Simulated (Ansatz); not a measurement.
C₂₂F₁₄⁺, that is perfluoropentacene with one electron fewer. Charge 1, multiplicity 2. Geometry r2SCAN-D4/def2-SVP, that of the neutral singlet; atoms count from 1.

```xyz
36

F     4.6000    4.7092    3.4522
C     3.5708    4.2208    2.7764
C     2.5563    5.1212    2.3480
F     2.6893    6.4051    2.6452
C     1.4682    4.6668    1.6444
F     0.5506    5.5497    1.2686
C     1.3281    3.2789    1.3253
C     0.2387    2.7734    0.6124
F    -0.7064    3.6188    0.2145
C     0.0969    1.4007    0.2951
C    -0.9997    0.8877   -0.4229
F    -1.9468    1.7281   -0.8227
C    -1.1355   -0.4781   -0.7352
C    -2.2363   -1.0000   -1.4570
F    -3.1867   -0.1629   -1.8598
C    -2.3679   -2.3559   -1.7646
C    -3.4820   -2.8800   -2.4941
F    -4.4565   -2.0836   -2.9171
C    -3.5715   -4.2211   -2.7751
F    -4.6012   -4.7096   -3.4499
C    -2.5570   -5.1214   -2.3467
F    -2.6904   -6.4054   -2.6431
C    -1.4687   -4.6670   -1.6436
F    -0.5512   -5.5499   -1.2674
C    -1.3281   -3.2789   -1.3254
C    -0.2384   -2.7733   -0.6130
F     0.7067   -3.6187   -0.2150
C    -0.0963   -1.4005   -0.2963
C     1.0004   -0.8874    0.4216
F     1.9474   -1.7278    0.8215
C     1.1362    0.4784    0.7338
C     2.2370    1.0002    1.4557
F     3.1877    0.1632    1.8580
C     2.3681    2.3560    1.7643
C     3.4818    2.8799    2.4944
F     4.4562    2.0835    2.9176
```

Single mean-field runs in def2-SVP are fitted with def2-universal-jkfit.

Question: Estimate the Mulliken populations from the PBE0/def2-SVP orbitals of Ansatz.

Answer: 
| atom | charge (e) | spin (α − β) |
| --- | --- | --- |
| F1 | -0.13 | 0.00 |
| C2 | 0.20 | 0.02 |
| C3 | 0.20 | 0.02 |
| F4 | -0.13 | 0.00 |
| C5 | 0.27 | 0.07 |
| F6 | -0.14 | 0.01 |
| C7 | -0.10 | -0.03 |
| C8 | 0.31 | 0.15 |
| F9 | -0.14 | 0.02 |
| C10 | -0.11 | -0.08 |
| C11 | 0.33 | 0.19 |
| F12 | -0.13 | 0.02 |
| C13 | -0.11 | -0.08 |
| C14 | 0.31 | 0.15 |
| F15 | -0.14 | 0.02 |
| C16 | -0.10 | -0.03 |
| C17 | 0.27 | 0.07 |
| F18 | -0.14 | 0.01 |
| C19 | 0.20 | 0.02 |
| F20 | -0.13 | 0.00 |
| C21 | 0.20 | 0.02 |
| F22 | -0.13 | 0.00 |
| C23 | 0.27 | 0.07 |
| F24 | -0.14 | 0.01 |
| C25 | -0.10 | -0.03 |
| C26 | 0.31 | 0.15 |
| F27 | -0.14 | 0.02 |
| C28 | -0.11 | -0.08 |
| C29 | 0.33 | 0.19 |
| F30 | -0.13 | 0.02 |
| C31 | -0.11 | -0.08 |
| C32 | 0.31 | 0.15 |
| F33 | -0.14 | 0.02 |
| C34 | -0.10 | -0.03 |
| C35 | 0.27 | 0.07 |
| F36 | -0.14 | 0.01 |
Mulliken values depend strongly on the basis.

Question: Where does the spin sit?

Answer: Summed by element: F 0.14, C 0.86, of 1 unpaired in all. Largest on single atoms: C11 0.19, C29 0.19, C14 0.15.

Question: And the Mayer bond orders between heavy atoms (over 0.3)?

Answer: F1–C2 1.17 (1.32 Å); C2–C3 1.17 (1.42 Å); C2–C35 1.35 (1.37 Å); C3–F4 1.17 (1.32 Å); C3–C5 1.35 (1.37 Å); C5–F6 1.19 (1.33 Å); C5–C7 1.16 (1.43 Å); C7–C8 1.31 (1.40 Å); C7–C34 1.20 (1.46 Å); C8–F9 1.23 (1.33 Å); C8–C10 1.23 (1.42 Å); C10–C11 1.24 (1.41 Å); C10–C31 1.18 (1.46 Å); C11–F12 1.23 (1.33 Å); C11–C13 1.24 (1.41 Å); C13–C14 1.23 (1.42 Å); C13–C28 1.18 (1.46 Å); C14–F15 1.23 (1.33 Å); C14–C16 1.31 (1.40 Å); C16–C17 1.16 (1.43 Å); C16–C25 1.20 (1.46 Å); C17–F18 1.19 (1.33 Å); C17–C19 1.35 (1.37 Å); C19–F20 1.17 (1.32 Å); C19–C21 1.17 (1.42 Å); C21–F22 1.17 (1.32 Å); C21–C23 1.35 (1.37 Å); C23–F24 1.19 (1.33 Å); C23–C25 1.16 (1.43 Å); C25–C26 1.31 (1.40 Å); C26–F27 1.23 (1.33 Å); C26–C28 1.23 (1.42 Å); C28–C29 1.24 (1.41 Å); C29–F30 1.23 (1.33 Å); C29–C31 1.24 (1.41 Å); C31–C32 1.23 (1.42 Å); C32–F33 1.23 (1.33 Å); C32–C34 1.31 (1.40 Å); C34–C35 1.16 (1.43 Å); C35–F36 1.19 (1.33 Å).
